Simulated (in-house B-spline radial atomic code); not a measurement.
The numbers below are computed, except where a source is named.
Weak and strong correlation along the adiabatic connection

Two-electron singlets in several external potentials (atomic units), by full CI in B-splines with partial waves to l = 8 (correlation energies up to 0.6 % small). The repulsion is scaled by λ at fixed density; W(λ) is the mean repulsion less the Hartree energy, W(0) = E_x, and the area under W from 0 to 1 is E_xc.

One system gave this curve:

```tsv
λ	W (hartree)
0	-1.6511
0.02	-1.6529
0.05	-1.6558
0.12	-1.6622
0.25	-1.6739
0.4	-1.687
0.6	-1.7035
0.8	-1.7192
1	-1.7342
1.4	-1.762
2	-1.799
3	-1.8507
4.5	-1.9112
7	-1.9824
10	-2.0396
```

(1) Which system is it?
A. ω²r²/2 − Z/r, ω = 0.0135, Z = 3
B. −Z/r, Z = 0.828, wall at 2.95 bohr
C. −Z/r, Z = 6.75
D. ω²r²/2 − Z/r, ω = 0.38, Z = 2

Answers

(1) A. The exchange energy sets the size: ω²r²/2 − Z/r, ω = 0.0135, Z = 3: E_x = -1.65, E_c = -0.0434; −Z/r, Z = 6.75: E_x = -4, E_c = -0.045; ω²r²/2 − Z/r, ω = 0.38, Z = 2: E_x = -1.09, E_c = -0.0414; −Z/r, Z = 0.828, wall at 2.95 bohr: E_x = -0.681, E_c = -0.0394 hartree.
